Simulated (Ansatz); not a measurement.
Geometry optimisation, DFT PBE, scalar-relativistic, plane waves, PAW (Ansatz).

input.yaml

```yaml
accuracy: low
crystal:
  lattice:
    - [8.59253, 0.0, 0.0]
    - [0.0, 8.59253, 0.0]
    - [0.0, 0.0, 8.59253]
  atoms:
    - { symbol: O, position: [0.2741994, 0.5426512, 0.967262] }
    - { symbol: C, position: [0.2914252, 0.5757075, 0.8302446] }
    - { symbol: H, position: [0.2822019, 0.696438, 0.7873477] }
    - { symbol: H, position: [0.3172387, 0.4868137, 0.7411793] }
    - { symbol: O, position: [0.9403787, 0.9085305, 0.2667873] }
    - { symbol: C, position: [0.8839301, 0.8031781, 0.1901215] }
    - { symbol: H, position: [0.9083367, 0.7891433, 0.0647883] }
    - { symbol: H, position: [0.8051575, 0.7157475, 0.2416174] }
    - { symbol: O, position: [0.9923166, 0.5021641, 0.1795055] }
    - { symbol: C, position: [0.9451515, 0.3710649, 0.1520893] }
    - { symbol: H, position: [0.9507954, 0.3195515, 0.0345496] }
    - { symbol: H, position: [0.8940825, 0.2963158, 0.2432244] }
    - { symbol: O, position: [0.7053467, 0.3428952, 0.7657396] }
    - { symbol: C, position: [0.7154391, 0.3054818, 0.6291322] }
    - { symbol: H, position: [0.741321, 0.3907546, 0.5366133] }
    - { symbol: H, position: [0.6992774, 0.1841761, 0.5900838] }
    - { symbol: O, position: [0.5075157, 0.0310681, 0.2200963] }
    - { symbol: C, position: [0.5377395, 0.1119947, 0.1073993] }
    - { symbol: H, position: [0.6574518, 0.1249566, 0.0626552] }
    - { symbol: H, position: [0.447136, 0.1769736, 0.0436042] }
    - { symbol: O, position: [0.5975944, 0.6004436, 0.2401803] }
    - { symbol: C, position: [0.6527041, 0.5499562, 0.1194445] }
    - { symbol: H, position: [0.696234, 0.627278, 0.0265598] }
    - { symbol: H, position: [0.6622507, 0.4240097, 0.0960477] }
    - { symbol: O, position: [0.1127029, -0.0297847, 0.4863981] }
    - { symbol: C, position: [0.1065389, 0.0156859, 0.6207768] }
    - { symbol: H, position: [0.0358669, 0.117199, 0.6554413] }
    - { symbol: H, position: [0.1712744, -0.0420342, 0.7155332] }
    - { symbol: O, position: [0.710006, 0.8280999, 0.6450834] }
    - { symbol: C, position: [0.697855, 0.7413853, 0.5332973] }
    - { symbol: H, position: [0.722479, 0.7804775, 0.4134369] }
    - { symbol: H, position: [0.6615284, 0.6187776, 0.545496] }
basis:
  ecutwfc: 420.0
kpoints:
  mp_grid: { grid: [1, 1, 1] }
hamiltonian:
  xc: pbe
scf:
  occupations: { method: fermi_dirac, width: 0.05 }
  lower_state_search: "off"
relax:
  f_tol: 0.3
  max_steps: 15
  adjacent_minimum: "off"
```

Command:

```bash
$ ansatz run input.yaml --threads 1 --pin off --max-ram 3072MiB --backend cpu --events-out ev --progress --plain --runs-dir out
```

Task: Where does it end, and by what steps?

Result: It converged. The threshold is loose, so the end isn't yet a minimum. The force dipped under the threshold on the way, but the program's further checks kept it going. Limits of this set-up: coarse k mesh, low accuracy level. After 12 steps the energy has fallen by 1.159 eV; O5 moved furthest, 1.50 Å.

```
step  energy less start (eV)  largest force component (eV/Å)  accepted
   0                  0.0000                           1.385       yes
   1                 -0.2084                           1.761       yes
   2                 -0.2382                           1.551       yes
   3                 -0.5769                           1.376       yes
   4                 -0.8105                           0.834       yes
   5                 -0.9273                           0.469       yes
   6                 -0.9879                           0.306       yes
   7                 -1.0290                           0.380       yes
   8                 -1.0572                           0.426       yes
   9                 -1.0627                           0.850       yes
  10                 -1.0734                           1.040       yes
  11                 -1.1591                           0.283       yes
  12                 -1.1591                           0.283       yes
```

```xyz
32
Lattice="8.5925 0.0000 0.0000 0.0000 8.5925 0.0000 0.0000 0.0000 8.5925" Properties=species:S:1:pos:R:3
O 2.628 3.990 7.430
C 2.618 4.536 6.349
H 2.619 5.648 6.247
H 2.610 3.958 5.393
O 8.307 8.264 0.883
C 8.082 7.072 0.825
H 8.385 6.451 -0.055
H 7.542 6.529 1.638
O 8.323 3.971 1.900
C 8.532 2.816 1.607
H 8.679 2.491 0.550
H 8.602 1.999 2.372
O 5.950 3.048 6.542
C 5.926 2.536 5.438
H 5.887 3.158 4.511
H 5.944 1.428 5.308
O 4.753 0.675 2.050
C 4.783 0.930 0.865
H 5.722 0.875 0.265
H 3.873 1.251 0.300
O 4.906 4.933 2.290
C 4.966 4.693 1.106
H 5.152 5.479 0.335
H 4.831 3.668 0.689
O 1.291 -0.061 5.307
C 0.817 0.287 6.364
H 0.126 1.160 6.451
H 1.041 -0.243 7.321
O 6.038 7.597 5.831
C 5.785 6.984 4.810
H 5.576 7.506 3.849
H 5.745 5.870 4.799
```

Time of the run: 40 s on 1 thread of Arm Neoverse V2, on a shared host, peak memory 0.52 GiB.
